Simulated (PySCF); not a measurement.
The numbers are results of ωB97X-D3(BJ)/def2-TZVP // B3LYP-D3(BJ)/def2-TZVP (PySCF), not measurements. Gas-phase values, no solvent. One relaxed conformer stands for a flexible species; it need not be the lowest. Delta-SCF ions had no search for a lower state. Excitations are Tamm–Dancoff values on a coarser integration grid. The basis has no diffuse functions, so Rydberg states are missing or too high.

Reference species (SMILES): `O1[SiH2]O[SiH2][SiH2]1` (neutral, multiplicity 1).

The HOMO is -10.27 eV, the S1 oscillator strength is 0.026 and the S1 excitation (TDA) comes out as 6.12 eV. The vertical ionisation energy (Delta-SCF) is 10.14 eV.

Changed species: `O[Si@@]1([SiH3])O[SiH2]1` (H–O–Si–Si torsion 178°).

Question: What does the change do to the HOMO, S1 oscillator strength, S1 excitation (TDA) and vertical ionisation energy (Delta-SCF)?

Answer: the HOMO rises by 1.40 eV, to -8.87 eV; the S1 oscillator strength increases by 0.166, to 0.192; the S1 excitation (TDA) decreases by 0.83 eV, to 5.29 eV; the vertical ionisation energy (Delta-SCF) falls by 1.46 eV, to 8.68 eV.
